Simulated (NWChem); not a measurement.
System: ZnO; SMILES [Zn]=[O]

NWChem input:

```
start job
memory heap 200 mb stack 900 mb global 1100 mb
geometry units angstroms
  Zn     0.011949    -0.006486    -0.315395
  O     -0.048851     0.026514     1.289405
end
basis spherical
  * library def2-tzvp
end
dft
  xc pbe0
  disp vdw 4
  iterations 150
end
driver
  maxiter 120
end
task dft optimize
task dft freq
```

The level has its own optimisation; frequencies are unscaled.

Q: What results follow from this input? (PBE0-D3(BJ)/def2-TZVP.) Quantities: r O–Zn (Å); highest harmonic frequency (cm⁻¹); zero-point energy (kcal/mol); dipole (D).

A: 
* **r O–Zn (Å)**: 1.699
* **highest harmonic frequency (cm⁻¹)**: 753
* **zero-point energy (kcal/mol)**: 1.1
* **dipole (D)**: 5.82
